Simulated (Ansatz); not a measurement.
Compare A (`C=C=C(C)I`) with its isomer B (`IC1C=CC1`).

Computed with Ansatz on PBE0-D4/def2-TZVP structures; ΔE is electronic, products minus reactants. CBS: MP2 limit from def2 TZ/QZ plus the TZ coupled-cluster correction, frozen cores. DFT in def2-TZVPP. B3LYP here is the variant with VWN-RPA as its local correlation; programs differ in this. def2 core potentials past Kr. For I outer-core shells are correlated without core-valence functions, which leaves a few kJ/mol of doubt a bond.

A:

```xyz
10

C     2.117    0.253   -0.077
C     0.849    0.161    0.201
C    -0.415    0.067    0.465
C    -1.503   -0.317   -0.480
I    -1.034    0.495    2.438
H     2.552    1.185   -0.424
H     2.781   -0.599    0.035
H    -2.023   -1.210   -0.128
H    -2.241    0.484   -0.564
H    -1.084   -0.517   -1.467
```

B:

Z-matrix (Å, degrees):
```
C
C 1 1.491
I 1 2.156 2 116.3
C 1 1.553 2 87.0 3 -117.6
H 1 1.088 2 117.3 3 124.3
C 2 1.336 1 93.5 3 120.3
H 2 1.082 1 131.7 3 -61.2
H 4 1.094 1 115.1 2 -119.8
H 4 1.091 1 113.9 2 113.0
H 6 1.083 2 133.3 1 176.1
```

Task: Which is lower in electronic energy at CCSD(T)/CBS, and by how much? (An estimate is asked.)

Result: Computed: B, by 15.0 kJ/mol.

Task: Give E(B) − E(A) in kJ/mol with B2PLYP, B3LYP-D4, PBE0-D4, CCSD(T)/def2-TZVPP, MP2/def2-TZVPP, PBE-D4, CCSD/def2-TZVPP. (Estimate.)

Result: Ansatz gave: B2PLYP 0.6, B3LYP-D4 8.1, PBE0-D4 -16.8, CCSD(T)/def2-TZVPP -11.1, MP2/def2-TZVPP -18.3, PBE-D4 -4.7, CCSD/def2-TZVPP -12.0. The order is the other way round with B2PLYP, B3LYP-D4.

Largest T1 diagnostic: 0.010.

In def2-TZVPP, CCSD(T) changes the Hartree–Fock value by −7.0 kJ/mol (the triples alone add +0.9 kJ/mol) and MP2 by −14.1 kJ/mol. From PBE to PBE0 (25 % exact exchange), in def2-TZVPP and without D4, E(B) − E(A) moves by −12.5 kJ/mol.
